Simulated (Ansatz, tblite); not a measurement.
Cost and result up the ladder for BMe2(PMe2) (C4H12BP) (18 atoms). Total charge 0; singlet. Geometry: r2SCAN-D4/def2-SVP.

Cartesian coordinates in Å:
```
B -0.719 -0.020 -0.620
C -0.465 0.765 -1.966
H -0.341 1.834 -1.697
H -1.318 0.722 -2.665
H 0.451 0.480 -2.507
C -2.191 -0.197 -0.085
H -2.627 0.808 0.074
H -2.311 -0.766 0.849
H -2.827 -0.664 -0.859
P 0.722 -0.873 0.240
C 0.458 -0.816 2.073
C 2.248 0.149 -0.004
H 0.439 0.212 2.471
H 1.257 -1.376 2.581
H -0.496 -1.306 2.316
H 2.171 1.147 0.458
H 3.119 -0.371 0.423
H 2.431 0.274 -1.081
```

Ansatz on 4 threads of Arm Neoverse N1 on a shared host; xTB runs through tblite on one thread. Times are rough, summed over both states, and most runs start from the orbitals of an earlier one. PBE0-D4/def2-TZVP serves as the yardstick here, not as an exact answer. The other state is a triplet.

The xTB rows come from tblite.

xTB has no spin-polarisation term.

```
                            level  functions  wall time
                         GFN2-xTB         41    0.018 s
                         GFN1-xTB         53    0.031 s
                 PBE-D4/def2-TZVP        264       16 s
                PBE0-D4/def2-TZVP        264       26 s
r2SCAN-D4/def2-TZVP (with forces)        264       32 s
```

(1) Estimate what each level gives for the vertical triplet (eV).

Results:

(1) 
```csv
level,vertical triplet (eV),difference from PBE0-D4/def2-TZVP (eV)
GFN2-xTB,3.42,0.26
GFN1-xTB,3.37,0.22
PBE-D4/def2-TZVP,3.09,-0.07
PBE0-D4/def2-TZVP,3.16,0.00
r2SCAN-D4/def2-TZVP (with forces),3.03,-0.13
```
